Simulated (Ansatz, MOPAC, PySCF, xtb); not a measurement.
Noncovalent pair: HF (SMILES F) (first 2 atoms) with HI (SMILES I); geometry from B3LYP-D3(BJ)/def2-TZVP, rigid monomers moved along the line of their centres of mass till H2···I3 is 3.70 Å.
(charge 0, multiplicity 1):
```xyz
4

F     -0.0701     0.4750    -0.2412
H      0.0048     0.0346     0.5765
I      0.2965    -1.4791     3.9375
H      0.2578    -0.0069     4.6041
```

Monomers are frozen at their geometry in the pair; levels with a basis set take the counterpoise correction. Rows marked so take none.

Frozen-core correlation. Filled d and f shells under p-block atoms count as core. CBS(a, b) extrapolates the correlation energy as X⁻³ and adds the Hartree–Fock energy of set b. Rows in 3-21G carry no dispersion term and start afresh at each structure; the Pople sets are all-electron and without relativity. The state that PM3 reach isn't checked.

Codes used: Ansatz (a quantum-chemistry and plane-wave program) with Gaussian orbitals; MOPAC for PM3 (differences of heats of formation); PySCF for 3-21G rows, the dispersion terms; xtb for the GFN methods. Each number belongs to the level named beside it. In def2 rows elements past Kr take small-core potentials, without spin–orbit coupling.

| level | interaction energy (meV) |
|---|---|
| GFN-FF | -41.4 |
| PM3 | 11.8 |
| GFN1-xTB | -32.5 |
| HF/3-21G (no counterpoise) | -40.8 |
| HF/def2-QZVPPD | -36.8 |
| PBE/def2-TZVPPD | -50.8 |
| PBE0-D3(BJ)/def2-TZVPPD | [?] |
| MP2/def2-QZVPPD | -46.3 |
| CCSD(T)/CBS(def2-TZVPPD, def2-QZVPPD) | -47.0 |

Q: Fill in the missing entries.

A: 
- PBE0-D3(BJ)/def2-TZVPPD, interaction energy (meV): -56.5
